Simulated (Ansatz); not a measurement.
`[BH2][Zn][F]` at its PBE0-D4/def2-TZVP geometry, where that method's forces vanish. The species carries charge 0 and has multiplicity 1.

```xyz
5

B    -0.5051   -0.2489   -0.7219
Zn    0.6168    0.3039    0.8814
F     1.5880    0.7823    2.2694
H    -0.2107   -1.1919   -1.3951
H    -1.4889    0.3545   -1.0338
```

Question: What forces (eV/Å) does r2SCAN-D4/def2-TZVPP give on these atoms in the Gaussian-basis code of Ansatz? (Best estimate.)

Answer: Computed: 
```
B1   0.084  0.041  0.120
Zn2 -0.032 -0.016 -0.045
F3  -0.097 -0.048 -0.138
H4   0.002  0.035  0.037
H5   0.042 -0.013  0.026
```
